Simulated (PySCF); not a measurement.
# Trend along group 13: MBe anions

PBE0 with double-zeta basis sets in PySCF, for the lowest determinant that a PBE0 search found; no spin–orbit coupling. De refers to high-spin ground-configuration atoms (the charge goes to the atom of lower measured ionisation energy or higher electron affinity, which is not always the lowest computed limit). A positive dipole points towards Be; it is taken about the centre of mass and depends on that origin.

```
 M                       basis  charged atom  state (unpaired electrons)  Re (Å)  ωe (cm⁻¹)  De (eV)  μ (D)
Al                 aug-pcseg-1           Al−              triplet (π ↑↑)   2.308        428     1.37  -1.61
Ga              aug-cc-pVDZ-DK           Ga−              triplet (π ↑↑)   2.271        408     1.43  -3.63
In  aug-cc-pVDZ/aug-cc-pVDZ-PP           In−              triplet (π ↑↑)   2.444        367     1.26  -4.24
Tl  aug-cc-pVDZ/aug-cc-pVDZ-PP           Tl−              triplet (π ↑↑)   2.460        346     1.21  -5.03
```

The shortest bond is that of BeGa⁻ (2.271 Å), the longest that of BeTl⁻ (2.460 Å).

The rows differ in basis set, which adds steps of its own.

Down a group the atoms grow and get heavier, so bonds lengthen and wavenumbers fall; the exceptions here are the shorter bond at Ga.

These are scalar-relativistic numbers at best; spin–orbit coupling would shift them, the dissociation energy most. For an ion De counts to the pair picked by the measured ionisation energies or electron affinities, which need not be the lowest pair at this level. The highest Kohn–Sham level is positive in some of these anions. Much of that is self-interaction error, but it also means that the finite basis helps to hold the extra electron. States were picked by a PBE0 search and need not be the measured ground states.
